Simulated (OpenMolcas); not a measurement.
V3+ in MgO: curves along the breathing mode

V3+ with its 6 nearest oxide ions, on the Mg site of MgO (a = 4.2112 Å, distance in the model lattice 2.106 Å). The rest of the host is ab initio model potentials to 7.6 Å, with orthogonalisation functions on the cations behind the ligands, and point charges beyond; the distance is set by hand and nothing relaxes, and no local charge compensation is placed. Ligand basis ANO-RCC-VDZP.

- Program: OpenMolcas 26.06
- Method: SS-CASPT2, IPEA 0.25 Eh, imaginary shift 0.1 Eh (closed shells correlated: 3s 3p and the ligand valence shells)
- Basis: ANO-RCC-VDZP [5s4p2d1f]
- Scalar Hamiltonian: DKH2, point nucleus
- Active space: 2 electrons in 5 orbitals (3d)
- State averaging: 2S+1 = 3 even, 10 roots; 2S+1 = 1 even, 15 roots
- Spin-orbit coupling: state interaction with AMFI integrals over the reference wave functions

Spin-free energies (labels of O, the rotations of Oh) in cm-1 above the lowest fitted minimum, as all ligands move together:

| R (Å) | 3T1 | 1T2 | 1E | 3T2 | 1A1 | 3T1(2) | 1T2(2) |
| --- | --- | --- | --- | --- | --- | --- | --- |
| 1.915 | 2650 | 12380 | 12690 | 25350 | 24510 | 34570 | 36500 |
| 1.96 | 130 | 9840 | 10210 | 21180 | 21920 | 30500 | 32400 |
| 2.005 | 620 | 10330 | 10710 | 20310 | 22310 | 29650 | 31400 |
| 2.05 | 3740 | 13330 | 13810 | 22230 | 25300 | 31580 | 33420 |
| 2.095 | 9170 | 18750 | 19220 | 26710 | 30610 | 36070 | 37800 |
| 2.14 | 16730 | 26280 | 26710 | 33460 | 37990 | 42810 | 44440 |
| 2.185 | 26160 | 35660 | 36110 | 42300 | 47310 | 51630 | 52660 |

Cubic fits give the following; the wavenumber is harmonic, with the mass of all moving ligands, small differences in it between states hang on the degree of the fit, a number in brackets counts states of one label, and the table is a selection of at most 14 states with clean curves.

```json
{"State": "3T1", "R0 (Å)": "1.975", "Breathing mode (cm-1)": "701", "Minimum (cm-1)": "0"}
{"State": "1T2", "R0 (Å)": "1.976", "Breathing mode (cm-1)": "698", "Minimum (cm-1)": "9700"}
{"State": "1E", "R0 (Å)": "1.975", "Breathing mode (cm-1)": "697", "Minimum (cm-1)": "10090"}
{"State": "3T2", "R0 (Å)": "1.997", "Breathing mode (cm-1)": "712", "Minimum (cm-1)": "20240"}
{"State": "1A1", "R0 (Å)": "1.977", "Breathing mode (cm-1)": "695", "Minimum (cm-1)": "21760"}
{"State": "3T1(2)", "R0 (Å)": "1.996", "Breathing mode (cm-1)": "708", "Minimum (cm-1)": "29580"}
{"State": "1T2(2)", "R0 (Å)": "1.996", "Breathing mode (cm-1)": "714", "Minimum (cm-1)": "31380"}
{"State": "1T1", "R0 (Å)": "1.997", "Breathing mode (cm-1)": "706", "Minimum (cm-1)": "34570"}
{"State": "3A2", "R0 (Å)": "2.017", "Breathing mode (cm-1)": "722", "Minimum (cm-1)": "41150"}
{"State": "1E(2)", "R0 (Å)": "2.018", "Breathing mode (cm-1)": "716", "Minimum (cm-1)": "52480"}
{"State": "1A1(2)", "R0 (Å)": "2.018", "Breathing mode (cm-1)": "709", "Minimum (cm-1)": "66150"}
```

The minimum of 3T2 is shifted by +0.0215 Å against 3T1 (from the unrounded fits). With M = 96.0 u for the moving shell, the Huang-Rhys factor in this mode is S = M ω ΔR² / 2ħ = 0.01483 × 96.0 × 701 × 0.0215² = 0.46. Only the first shell moves, against a rigid host.

Roots that are degenerate in the reference are averaged as groups; the widest CASPT2 spread within a group is 760 cm-1 (the 3-fold group of multiplicity 1 near 26500 cm-1 above the lowest state of its run, R = 2.185). Shifts and gaps below about the spread of the groups concerned are not significant. Over all roots computed the reference weight is 0.71 to 0.72 in R = 1.915, 0.71 to 0.72 in R = 1.96, 0.71 to 0.72 in R = 2.005, 0.71 to 0.72 in R = 2.05, 0.70 to 0.72 in R = 2.095, 0.70 to 0.71 in R = 2.14, 0.70 to 0.71 in R = 2.185; a low but even weight reflects the number of correlated electrons. An orbital triplet at a regular site is open to Jahn-Teller coupling, which can distort the site and quench the lowest spin-orbit gaps and is left out. Ligand-to-metal charge-transfer states are missing. With no ligand orbital active B as a rule stays too high, so bands that hang on it stand too high and its fall with covalency is understated. With one d shell and no ligand orbital active, 10Dq can be off by a tenth or more. The least metal-like active orbital is 84 % on the metal (Löwdin) and no ligand orbital is active, so the numbers are rough (holds for R = 1.915; R = 1.96). The least metal-like active orbital is 85 % on the metal (Löwdin) and no ligand orbital is active, so the numbers are rough (holds for R = 2.005). No measured value stands beside these numbers.
